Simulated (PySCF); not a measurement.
## Computed structure and properties of Tl(OH)3

System: Tl(OH)3 (singlet); start: template (C1). Method: PySCF 2.14.0, RKS r2SCAN, Tl def2-SVP with ECP60, O def2-SVP, H def2-SVP; non-relativistic Hamiltonian with scalar-relativistic core potentials where named; density fitting; no spin-orbit coupling.

Input of the relaxation:

```python
mol = gto.M(atom='''
Tl    -0.13123     0.00036     0.00133
O     -0.13123     0.00036     1.96373
H     -0.46933     0.09096     2.86373
O     -0.13123     0.00036    -1.96107
H     -0.46933    -0.09024    -2.86107
O      1.83117     0.00036     0.00133
H      2.73117    -0.09024    -0.33677''',
    basis={'Tl': 'def2-SVP', 'O': 'def2-SVP', 'H': 'def2-SVP'},
    ecp={'Tl': 'def2-SVP'},
    charge=0, spin=0)
mf = dft.RKS(mol, xc='R2SCAN')
mf.grids.atom_grid = (50, 194)
mf = mf.density_fit()  # fitting sets: Tl def2-universal-JKFIT, O def2-universal-JKFIT, H def2-universal-JKFIT
mf.conv_tol = 1e-08; mf.max_cycle = 55
mf.kernel(dm0)  # dm0: converged density of the start geometry
# quasi-Newton relaxation in Cartesian coordinates to a largest gradient under 0.00045 Eh/bohr, steps kept in the point group
```

Run from Python with OMP_NUM_THREADS=2; the lines above give its settings. Where DIIS fails, smearing, a level shift and second-order steps follow.
It took 2.5 min on 2 threads of AMD EPYC 7R43 64-Core Processor (Zen 3) (shared host), from the converged density of the start.

Course of the relaxation:

| step | energy above end (eV) | largest force component within the symmetry (eV/Å) |
| --- | --- | --- |
| 0 | 2.5710 | 3.016 |
| 1 | 1.8900 | 1.509 |
| 2 | 1.2972 | 2.496 |
| 3 | 0.9858 | 1.523 |
| 4 | 0.6894 | 1.127 |
| 5 | 0.5909 | 3.021 |
| 6 | 0.3433 | 1.115 |
| 7 | 0.2957 | 0.436 |
| 22 | 0.0012 | 0.164 |
| 23 | 0.0007 | 0.041 |
| 24 | 0.0005 | 0.056 |
| 25 | 0.0002 | 0.067 |
| 26 | 0.0001 | 0.026 |
| 27 | 0.0000 | 0.019 |
(The steps between are left out.)

Relaxed geometry (nearly Cs):

```xyz
7

Tl    0.6562   -0.0205    0.1857
O    -0.4323   -0.0053    1.9629
H    -1.3663    0.0519    1.7036
O    -0.1660    0.0120   -1.7609
H    -1.1325   -0.0116   -1.6771
O     2.7318   -0.0525    0.1030
H     2.9390   -0.0621   -0.8460
```

```
    contact      Å
Tl1–O2 (OH)  2.084
Tl1–O4 (OH)  2.113
Tl1–O6 (OH)  2.077
```

On the finer grid (75, 302):

| Property | Result |
| --- | --- |
| HOMO | -6.87 eV |
| LUMO | -3.57 eV |
| Dipole about the centre of mass | 2.69 D |
| Set of Mulliken populations of Tl1 outside the core potential | s 3.15, p 6.93, d 10.18 |
| D3(BJ) dispersion energy (not in the energies) | -0.026 eV |

| atom | Mulliken (e) | Löwdin (e) | spin (e) |
| --- | --- | --- | --- |
| Tl1 | 0.73 | 0.49 | 0.00 |
| O2 | -0.43 | -0.23 | 0.00 |
| H3 | 0.20 | 0.08 | 0.00 |
| O4 | -0.45 | -0.26 | 0.00 |
| H5 | 0.19 | 0.07 | 0.00 |
| O6 | -0.45 | -0.24 | 0.00 |
| H7 | 0.20 | 0.09 | 0.00 |

No frequency check is given for this geometry.

Taking off one OH (charge -1, singlet; the rest: singlet) in vacuum, both parts rigid, costs 11.85 eV; the small basis without counterpoise inflates it. Most of it is the attraction of opposite charges; other ways to part are cheaper, and one spin state was tried for the rest.

Rigid scan of OH along the line from its metal:

```
distance to O2 (Å)  energy (eV)
              1.78        1.248
              1.88        0.463
              1.98        0.095
              2.08        0.000
              2.18        0.072
              2.28        0.249
              2.48        0.743
              2.78        1.527
              3.18        2.366
```

One start shape was tried, so this needn't be the lowest isomer.
